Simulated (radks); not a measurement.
Results of a calculation; reference values are marked as such.
Species: Fe III. Configuration: [Ar] 3d6. Code: a radial shooting solver on a logarithmic mesh with Libxc functionals. Model: Dirac Kohn-Sham, PBEsol, spin-unpolarised, spherical densities, point nucleus; open shells fill j = l - 1/2 first.

Radial electron density D(r) = 4 pi r^2 rho(r):

r (bohr)  D(r) (e/bohr)
0.002183         0.7130
0.002797          1.124
0.003556          1.731
0.004521          2.637
0.005793          4.017
0.007364          5.931
0.009437          8.668
0.012             12.16
0.01537           16.62
0.01954           21.48
0.02484           26.24
0.03184           30.01
0.04047           31.42
0.05186           30.05
0.06593           26.93
0.08382           24.54
0.1074            25.66
0.1365            30.33
0.175             34.61
0.2224            32.82
0.2828            24.50
0.3624            15.54
0.4606            13.09
0.5903            15.67
0.7504            16.43
0.9616            12.50
1.222             7.082
1.554             3.140
1.991             1.120
2.532            0.3469
3.244           0.07784
4.124           0.01170

D(r) has 3 maxima, at r = 0.0408, 0.187, 0.693 bohr, and minima at 0.0894, 0.443 bohr, inside which lie 2.12, 10.68 electrons.
